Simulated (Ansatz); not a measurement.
Program: Ansatz. Geometries: PBE0-D4/def2-TZVP. ΔE: electronic, gas phase. CCSD(T)/CBS adds triple-zeta CCSD(T) − MP2 to the extrapolated MP2 energy (def2 sets, frozen cores). DFT in def2-TZVPP. B3LYP here is the variant with VWN-RPA as its local correlation; programs differ in this. One conformer a species, not always the lowest.

`C=C[Si](C)(N)O` + `CC(F)S` → `C=CCC(F)S` + `C[SiH](N)O`  (formal exchange of groups at a C–Si bond)

`C=C[Si](C)(N)O`:

Cartesian coordinates in Å:
```
C -0.287 -1.804 -1.427
C -0.627 -0.523 -1.312
Si -0.231 0.538 0.163
C 0.500 -0.480 1.541
N 0.877 1.821 -0.141
O -1.685 1.219 0.549
H -0.518 -2.391 -2.312
H 0.238 -2.331 -0.635
H -1.160 -0.066 -2.146
H 0.693 0.147 2.416
H -0.187 -1.274 1.842
H 1.445 -0.945 1.249
H 0.717 2.457 -0.907
H 1.864 1.659 -0.020
H -1.638 1.972 1.140
```

`CC(F)S`:

Cartesian coordinates in Å:
```
C 0.309 0.138 0.871
C -0.163 0.425 -0.530
F 0.940 0.683 -1.324
S -1.183 -0.873 -1.247
H -0.542 -0.006 1.536
H 0.926 -0.763 0.886
H 0.910 0.975 1.235
H -0.795 1.318 -0.564
H -0.404 -1.897 -0.862
```

`C=CCC(F)S`:

```xyz
13

C     1.885   -0.705    0.007
C     0.602   -0.807    0.319
C    -0.240    0.330    0.799
C    -1.121    0.966   -0.266
F    -0.320    1.653   -1.155
S    -2.225   -0.156   -1.139
H     2.414    0.239    0.091
H     2.453   -1.559   -0.343
H     0.109   -1.772    0.228
H    -0.895    0.000    1.610
H     0.399    1.127    1.193
H    -1.791    1.696    0.198
H    -1.269   -1.010   -1.541
```

`C[SiH](N)O`:

Z-matrix (Å, degrees):
```
C
Si 1 1.862
H 1 1.092 2 110.2
H 1 1.094 2 111.2 3 119.4
H 1 1.093 2 111.4 3 -119.9
N 2 1.716 1 106.8 3 175.6
O 2 1.649 1 113.3 3 54.6
H 2 1.487 1 110.5 3 -59.5
H 6 1.006 2 120.4 1 21.4
H 6 1.007 2 121.6 1 170.4
H 7 0.959 2 115.6 1 73.3
```

| level | ΔE (kJ/mol) | difference from CCSD(T)/CBS |
| --- | --- | --- |
| PBE-D4 | 40.7 | -0.2 |
| r2SCAN-D4 | 43.1 | 2.2 |
| PBE0-D4 | 40.7 | -0.2 |
| B3LYP-D4 | 42.3 | 1.4 |
| ωB97X-V | 39.5 | -1.4 |
| ωB97M-V | 41.9 | 1.0 |
| B2PLYP | 40.8 | -0.1 |
| PBE | 39.9 | -1.0 |
| r2SCAN | 42.8 | 1.9 |
| PBE0 | 39.8 | -1.1 |
| B3LYP | 40.8 | -0.1 |
| MP2/def2-TZVPP | 39.3 | -1.6 |
| CCSD(T)/def2-TZVPP | 40.2 | -0.7 |
| SCS-MP2/def2-QZVPP | 39.0 | -1.9 |
| MP2/CBS(def2) | 40.0 | -0.9 |
| CCSD/CBS(def2) | 40.9 | 0.0 |
| CCSD(T)/CBS | 40.9 | 0 |

Largest T1 diagnostic among the species: 0.011.
